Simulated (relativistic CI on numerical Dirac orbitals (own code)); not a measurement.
## Mn²⁺ in a cubic cluster: 2p photoemission with charge transfer

Computed with a charge-transfer multiplet model of a cubic metal-ligand cluster with up to one ligand hole, Slater and spin-orbit integrals from Dirac-Coulomb-Breit ions, Slater integrals scaled by 0.7. The ground state mixes d5 with configurations of k ligand holes L, whose averages lie at kΔ + k(k − 1)U_dd/2; a core hole lowers each added d electron by U_cd. 300 K, Lorentzian 0.6 eV and Gaussian 0.8 eV FWHM.

Atomic integrals in eV (Slater integrals scaled, ζ unscaled), ground: F2dd 7.178, F4dd 4.458, zeta_d 0.037; with the core hole: F2dd 8.503, F4dd 5.322, zeta_d 0.060, zeta_core 6.788, F2cd 4.916, G1cd 3.683, G3cd 2.092.

Cluster parameters (eV): Δ = 2.9, U_dd = 5.1, 10Dq = 0.45, 10Dq(ligand) = 1, V(eg) = 2.35, V(t2g) = -1.21, final-state hopping factor = 0.8.

```
         Case   n_d    d5   d6L     S
U_cd = 5.8 eV  5.25  0.75  0.25  2.50
U_cd = 6.4 eV  5.25  0.75  0.25  2.50
  U_cd = 7 eV  5.25  0.75  0.25  2.50
```

Weights, n_d and S are thermal averages at 300 K. Binding energies count from the first peak over 30 % of the highest in each spectrum, which can be another peak from case to case. The parameters are a model scan and need not match a compound or its usual spin state. Peaks in eV (height, largest 100):
- U_cd = 5.8 eV: 0.0 (100), 6.1 (19), 12.2 (55), 17.9 (7), 18.7 (8)
- U_cd = 6.4 eV: 0.0 (100), 6.3 (21), 11.5 (52), 12.2 (55), 18.0 (9), 18.9 (10)
- U_cd = 7 eV: 0.0 (100), 6.5 (24), 11.5 (53), 12.2 (55), 18.2 (11), 19.1 (13)

Curve for U_cd = 6.4 eV (points under 2 left out, the grid thinned):

```json
{"E (eV)": "-3.4", "Intensity": "2.1"}
{"E (eV)": "-2.9", "Intensity": "2.8"}
{"E (eV)": "-2.3", "Intensity": "4.2"}
{"E (eV)": "-1.8", "Intensity": "6.8"}
{"E (eV)": "-1.3", "Intensity": "13.6"}
{"E (eV)": "-0.7", "Intensity": "46.5"}
{"E (eV)": "-0.2", "Intensity": "93.7"}
{"E (eV)": "0.4", "Intensity": "92.6"}
{"E (eV)": "0.9", "Intensity": "85.4"}
{"E (eV)": "1.4", "Intensity": "73.5"}
{"E (eV)": "2.0", "Intensity": "48.5"}
{"E (eV)": "2.5", "Intensity": "30.6"}
{"E (eV)": "3.0", "Intensity": "21.3"}
{"E (eV)": "3.6", "Intensity": "18.6"}
{"E (eV)": "4.1", "Intensity": "17.4"}
{"E (eV)": "4.6", "Intensity": "15.5"}
{"E (eV)": "5.2", "Intensity": "16.4"}
{"E (eV)": "5.7", "Intensity": "18.4"}
{"E (eV)": "6.3", "Intensity": "21.5"}
{"E (eV)": "6.8", "Intensity": "18.5"}
{"E (eV)": "7.3", "Intensity": "16.6"}
{"E (eV)": "7.9", "Intensity": "14.6"}
{"E (eV)": "8.4", "Intensity": "12.0"}
{"E (eV)": "8.9", "Intensity": "9.1"}
{"E (eV)": "9.5", "Intensity": "8.0"}
{"E (eV)": "10.0", "Intensity": "10.8"}
{"E (eV)": "10.5", "Intensity": "21.6"}
{"E (eV)": "11.1", "Intensity": "46.1"}
{"E (eV)": "11.6", "Intensity": "51.7"}
{"E (eV)": "12.2", "Intensity": "54.6"}
{"E (eV)": "12.7", "Intensity": "43.6"}
{"E (eV)": "13.2", "Intensity": "23.3"}
{"E (eV)": "13.8", "Intensity": "13.3"}
{"E (eV)": "14.3", "Intensity": "10.1"}
{"E (eV)": "14.8", "Intensity": "8.1"}
{"E (eV)": "15.4", "Intensity": "6.4"}
{"E (eV)": "15.9", "Intensity": "5.4"}
{"E (eV)": "16.4", "Intensity": "4.3"}
{"E (eV)": "17.0", "Intensity": "4.2"}
{"E (eV)": "17.5", "Intensity": "6.9"}
{"E (eV)": "18.1", "Intensity": "8.8"}
{"E (eV)": "18.6", "Intensity": "9.3"}
{"E (eV)": "19.1", "Intensity": "9.5"}
{"E (eV)": "19.7", "Intensity": "4.4"}
{"E (eV)": "20.2", "Intensity": "2.1"}
```

For the case U_cd = 5.8 eV, Δ = 2.9 eV is smaller than U_dd = 5.1 eV, the charge-transfer side of the Zaanen-Sawatzky-Allen scheme. With the core hole the configuration with one ligand hole lies at Δ − U_cd = -2.9, -3.5, -4.1 eV from the one without, in the order of the table; where this is negative the screened configuration lies lower, though the effective hopping of about 3.0 eV (from the holes of the mixed ground state) mixes the two strongly wherever it is as large as the gap.

With at most 1 ligand hole the space is cut while the next configuration still counts, so covalency is underestimated, and a final configuration with one more ligand hole, which can lie low, is missing from the spectra.
